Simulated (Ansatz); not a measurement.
Name a neutral molecule of C, F, Si and H with zero-point energy (PBE0-D4/def2-TZVP) between 235 and 251 kJ/mol and LUMO energy (B3LYP/def2-TZVPP) between -2.30 and -2.00 eV (Ansatz, PBE0-D4/def2-TZVP geometry).

`CC(C)[Si]F` (250.0 kJ/mol, -2.27 eV). Other molecules can fit too; these were computed, each in one conformer that needn't be the lowest.

B3LYP here is the variant with VWN-RPA as its local correlation; programs differ in this.
